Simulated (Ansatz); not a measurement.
Coupled-cluster run, `[NH]1P[O][Zn]1`.

```yaml
crystal:
  periodic: [false, false, false]
  atoms:
    - {symbol: N, position_ang: [-0.773065, 0.467785, -0.436127]}
    - {symbol: P, position_ang: [0.065491, 0.066853, 0.951292]}
    - {symbol: O, position_ang: [0.303151, -1.458773, 0.658097]}
    - {symbol: Zn, position_ang: [-0.142053, -1.199980, -1.263461]}
    - {symbol: H, position_ang: [-0.818869, 1.432197, -0.743584]}
    - {symbol: H, position_ang: [1.365345, 0.691917, 0.833783]}
basis:
  gaussian: {orbitals: def2-TZVPP}
correlation: {method: ccsd_t, frozen_orbitals: {H: 0, "N": 1, O: 1, P: 5, Zn: 9}}
output: {orbitals: {seedname: orbitals}}
```

```sh
$ ansatz run in.yaml --threads 2 --pin off --events-out ev --progress --plain --max-ram 4352MiB
```

Log, shortened:

```
Functional definition: HF
1255 factors; integrals over basis functions are off by at most 1.1e-3 eV
mean field evaluation 1: about -61194.2508 eV, gradient 5.0e1 eV
mean field evaluation 2: about -61194.6935 eV, gradient 5.0e1 eV
mean field evaluation 4: about -61199.5960 eV, gradient 5.1e0 eV
mean field evaluation 8: about -61199.6842 eV, gradient 8.5e-1 eV
mean field evaluation 16: about -61199.6870 eV, gradient 2.0e-6 eV
mean field -61199.68695227 eV, -2249.0470128583 hartree, gradient 2.2e-6 eV, S^2 0.000000; 1 other end points of the search recorded, 0 dependent functions left out; unrestricted orbitals would lower it
16 core orbitals not correlated: weight in the atoms' cores, before any rotation towards them, 1.000 or more for the frozen orbitals, at most 0.000 for the correlated occupied ones
reference -61199.68695227 eV, -2249.0470128583 hartree; 15, 15 occupied and 165, 165 virtual orbitals, 1255 factors
second order -30.19741011 eV of doubles, -0.00000000 eV of singles
cycle   1  -27.93748674 eV  change     2.3e0 eV  update   2.2e-1
cycle   2  -28.88117404 eV  change   -9.4e-1 eV  update   1.1e-1
cycle   3  -29.20632653 eV  change   -3.3e-1 eV  update   6.9e-2
cycle   4  -29.21985440 eV  change   -1.4e-2 eV  update   4.1e-2
cycle   5  -29.16563735 eV  change    5.4e-2 eV  update   2.2e-2
cycle   6  -29.19081901 eV  change   -2.5e-2 eV  update   1.1e-2
cycle   7  -29.19895828 eV  change   -8.1e-3 eV  update   4.0e-3
cycle   8  -29.19623609 eV  change    2.7e-3 eV  update   1.8e-3
cycle   9  -29.19642746 eV  change   -1.9e-4 eV  update   8.9e-4
cycle  10  -29.19795388 eV  change   -1.5e-3 eV  update   4.2e-4
cycle  11  -29.19694378 eV  change    1.0e-3 eV  update   2.3e-4
cycle  12  -29.19700157 eV  change   -5.8e-5 eV  update   1.0e-4
cycle  13  -29.19706887 eV  change   -6.7e-5 eV  update   5.8e-5
cycle  14  -29.19709397 eV  change   -2.5e-5 eV  update   2.7e-5
cycle  15  -29.19710760 eV  change   -1.4e-5 eV  update   1.7e-5
perturbative correction -1.39530494 eV, -0.0512765109 hartree
Total energy: -61230.27936481 eV, -2250.1712632829 hartree
```

Run time 84 s (2 threads of an Arm Neoverse V2 on a shared host); peak host memory 2.2 GiB.

The correlation energy is -30.592 eV, 4.6 % of it from (T); the T1 diagnostic reads 0.0422.
